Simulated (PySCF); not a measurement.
BrGe, SMILES [Ge][Br] (connectivity only; charge and spin as stated), charge +1, multiplicity 1. Heavy atoms are numbered as in [Ge:1][Br:2].

Geometry: B3LYP-D3(BJ)/def2-TZVP. The spin state was assumed, not searched.

Method: PySCF with HF/def2-TZVPD.

Mulliken values depend strongly on the basis, most of all with diffuse functions as here. ESP charges are fitted to the potential on shells at 1.4 to 2.0 van der Waals radii. Atomic charges (e), one atom of each kind:

```tsv
atom	ESP fit	meta-Löwdin	Mulliken
Ge1	0.86	1.02	1.03
Br2	0.14	-0.02	-0.03
```
